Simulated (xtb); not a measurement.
xtb input (GFN1-xTB):

```bash
xtb mol.xyz --gfn 1 --opt tight --chrg 0 --uhf 0
```
mol.xyz:
```
6

C      2.67672240    -0.48056251    -0.20093306
C      1.49358777    -0.26814969    -0.11211890
B      0.01755224    -0.00315122    -0.00131759
Cl    -0.62911043     1.57112315    -0.41444997
Cl    -1.06680729    -1.26664837     0.54175714
H      3.72097899    -0.66804201    -0.27932209
```

Output:

```
           -------------------------------------------------
          |                Calculation Setup                |
           -------------------------------------------------

           -------------------------------------------------
          |                 G F N 1 - x T B                 |
           -------------------------------------------------

        Reference                      10.1021/acs.jctc.7b00118
      * Hamiltonian:
        H0-scaling (s, p, d)           1.850000    2.250000    2.000000
        zeta-weighting                 0.000000
      * Dispersion:
        s8                             2.400000
        a1                             0.630000
        a2                             5.000000
        s9                             0.000000
      * Repulsion:
        kExp                           1.500000
        rExp                           1.000000
      * Coulomb:
        alpha                          2.000000
        third order                    atomic
        anisotropic                    false
      * Halogen bond correction:
        rad-scale                      1.300000
        damping                        0.440000

          ...................................................
          :                      SETUP                      :
          :.................................................:
          :  # basis functions                  34          :
          :  # atomic orbitals                  32          :
          :  # shells                           14          :
          :  # electrons                        26          :
          :  # halogen bonds                     0          :
          :  max. iterations                   250          :
          :  Hamiltonian                  GFN1-xTB          :
          :  restarted?                      false          :
          :  GBSA solvation                  false          :
          :  PC potential                    false          :
          :  electronic temp.          300.0000000     K    :
          :  accuracy                    1.0000000          :
          :  -> integral cutoff          0.2500000E+02      :
          :  -> integral neglect         0.1000000E-07      :
          :  -> SCF convergence          0.1000000E-05 Eh   :
          :  -> wf. convergence          0.2000000E-04 e    :
          :  Broyden damping             0.4000000          :
          :  net charge                          0          :
          :  unpaired electrons                  0          :
          ...................................................

 iter      E             dE          RMSdq      gap      omega  full diag
   1    -14.8323990 -0.148324E+02  0.917E+00    4.99       0.0  T
   2    -14.8561760 -0.237770E-01  0.548E+00    4.57       1.0  T
   3    -14.8541491  0.202690E-02  0.135E+00    4.32       1.0  T
   4    -14.8573187 -0.316964E-02  0.291E-01    4.43       1.0  T
   5    -14.8575485 -0.229731E-03  0.574E-02    4.47       1.0  T
   6    -14.8575455  0.293972E-05  0.596E-02    4.44       1.0  T
   7    -14.8575612 -0.156495E-04  0.672E-03    4.46       6.1  T
[...]
         :: SCC energy               -14.858514772622 Eh    ::
         :: -> electrostatic           0.008093887822 Eh    ::
         :: repulsion energy           0.176465195402 Eh    ::
         :: dispersion energy         -0.002366503624 Eh    ::
         :: halogen bond corr.         0.000000000000 Eh    ::
         :: add. restraining           0.000000000000 Eh    ::
         :: total charge              -0.000000000000 e     ::
         :::::::::::::::::::::::::::::::::::::::::::::::::::::

           -------------------------------------------------
          |                Property Printout                |
           -------------------------------------------------

    * Orbital Energies and Occupations

         #    Occupation            Energy/Eh            Energy/eV
      -------------------------------------------------------------
         1        2.0000           -0.9253715             -25.1806
         2        2.0000           -0.9237993             -25.1379
         3        2.0000           -0.6526810             -17.7604
         4        2.0000           -0.6233280             -16.9616
         5        2.0000           -0.5827116             -15.8564
         6        2.0000           -0.5372326             -14.6188
         7        2.0000           -0.5325550             -14.4916
         8        2.0000           -0.5180358             -14.0965
         9        2.0000           -0.4803458             -13.0709
        10        2.0000           -0.4790013             -13.0343
        11        2.0000           -0.4760970             -12.9553
        12        2.0000           -0.4690186             -12.7626
        13        2.0000           -0.4688989             -12.7594 (HOMO)
        14                         -0.3037445              -8.2653 (LUMO)
        15                         -0.2284419              -6.2162
        16                         -0.1687348              -4.5915
        17                         -0.1650401              -4.4910
        18                         -0.1126962              -3.0666
        19                         -0.0955135              -2.5991
        20                         -0.0610560              -1.6614
        21                         -0.0548255              -1.4919
        22                         -0.0538266              -1.4647
        23                         -0.0537663              -1.4631
        24                         -0.0526476              -1.4326
       ...                                ...                  ...
        32                          1.3658317              37.1662
      -------------------------------------------------------------
                  HL-Gap            0.1651544 Eh            4.4941 eV
             Fermi-level           -0.3863217 Eh          -10.5123 eV

  Mulliken/CM5 charges         n(s)   n(p)   n(d)
     1C    -0.01510 -0.06298   1.108  2.907  0.000
     2C    -0.11608 -0.04689   1.146  2.970  0.000
Note: The following floating-point exceptions are signalling: IEEE_DENORMAL
normal termination of xtb
     3B     0.37182  0.14814   0.954  1.674  0.000
     4Cl   -0.15383 -0.07979   1.927  5.241 -0.015
     5Cl   -0.15383 -0.07979   1.927  5.241 -0.015
     6H     0.06701  0.12132   0.933  0.000  0.000

Wiberg/Mayer (AO) data.
largest (>0.10) Wiberg bond orders for each atom

 ---------------------------------------------------------------------------
     #   Z sym  total        # sym  WBO       # sym  WBO       # sym  WBO
 ---------------------------------------------------------------------------
     1   6 C    3.979 --     2 C    2.864     6 H    0.979
     2   6 C    3.967 --     1 C    2.864     3 B    1.065
     3   5 B    3.349 --     4 Cl   1.111     5 Cl   1.111     2 C    1.065
     4  17 Cl   1.227 --     3 B    1.111
     5  17 Cl   1.227 --     3 B    1.111
     6   1 H    0.993 --     1 C    0.979
 ---------------------------------------------------------------------------

Topologies differ in total number of bonds
Writing topology from bond orders to xtbtopo.mol

 dipole moment from electron density (au)
     X       Y       Z
   0.7089  -0.1273  -0.0532  total (Debye):    1.836

           -------------------------------------------------
          |                Geometry Summary                 |
           -------------------------------------------------

      molecular mass/u    :      106.7463158
   center of mass at/Å    :       -0.0538909       0.0096752       0.0040454
  moments of inertia/u·Å² :        0.1622119E+03   0.1832901E+03   0.3455020E+03
rotational constants/cm⁻¹ :        0.1039235E+00   0.9197239E-01   0.4879170E-01

 * 3 selected distances

     #   Z          #   Z                                           value/Å
     1   6 C        2   6 C                                       1.2060454 (min)
     3   5 B        4  17 Cl                                      1.7455331
     3   5 B        5  17 Cl                                      1.7455331 (max)

 * 2 distinct bonds (by element types)

   Z      Z             #   av. dist./Å        max./Å        min./Å
   6 C    6 C           1     1.2060454     1.2060454     1.2060454
   5 B   17 Cl          2     1.7455331     1.7455331     1.7455331

optimized geometry written to: xtbopt.xyz

           -------------------------------------------------
          | TOTAL ENERGY              -14.684416080844 Eh   |
          | GRADIENT NORM               0.000210165227 Eh/α |
          | HOMO-LUMO GAP               4.494080112189 eV   |
           -------------------------------------------------

------------------------------------------------------------------------
------------------------------------------------------------------------
 total:
 SCF:
 ANC optimizer:
```
